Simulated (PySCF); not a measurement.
CH7ClN2Si, SMILES NC[Si@@H](N)Cl. Atoms are numbered in the order given.

```xyz
12

N     -2.2124    -1.2264     0.7463
C     -1.5236    -0.3307    -0.1772
Si     0.2215     0.0965     0.3784
N      1.1029    -1.3742     0.5482
Cl     1.0575     1.4364    -0.9982
H     -2.3786    -0.7589     1.6358
H     -1.6167    -2.0253     0.9611
H     -2.1133     0.5904    -0.3174
H     -1.4812    -0.7898    -1.1818
H      0.2543     0.7610     1.7113
H      1.9362    -1.3863     1.1267
H      1.2289    -1.9734    -0.2618
```
Charge 0, spin multiplicity 1.

Coordinates come from a PBE0-D3(BJ)/def2-SVP optimisation. The structure was generated by enumeration; whether it is a known compound was not checked. One conformer was computed; it need not be the lowest.

Method: PySCF with PBE/def2-TZVP.

ESP charges are fitted to the potential on shells at 1.4 to 2.0 van der Waals radii. Atomic charges (e):

```
atom  meta-Löwdin  Mulliken  ESP fit  Löwdin
----  -----------  --------  -------  ------
N1          -0.49     -0.44    -0.91   -0.16
C2          -0.36     -0.23     0.34   -0.47
Si3          0.82      0.39     0.34   -0.17
N4          -0.71     -0.57    -1.00   -0.25
Cl5         -0.33     -0.26    -0.24    0.18
H6           0.22      0.21     0.34    0.15
H7           0.22      0.22     0.35    0.15
H8           0.13      0.13    -0.02    0.14
H9           0.13      0.12     0.02    0.14
H10         -0.11     -0.03    -0.05   -0.03
H11          0.24      0.24     0.42    0.16
H12          0.24      0.23     0.41    0.16
```

Computed Mayer and Wiberg (Löwdin basis) orders of the bonds:
```csv
bond,Mayer,Wiberg
N1–C2,1.04,1.48
C2–Si3,1.02,1.14
Si3–N4,1.20,1.56
Si3–Cl5,1.13,1.76
N1–H6,0.94,0.95
N1–H7,0.93,0.95
C2–H8,0.93,0.86
C2–H9,0.92,0.86
Si3–H10,0.93,0.90
N4–H11,0.92,0.95
N4–H12,0.91,0.95
```
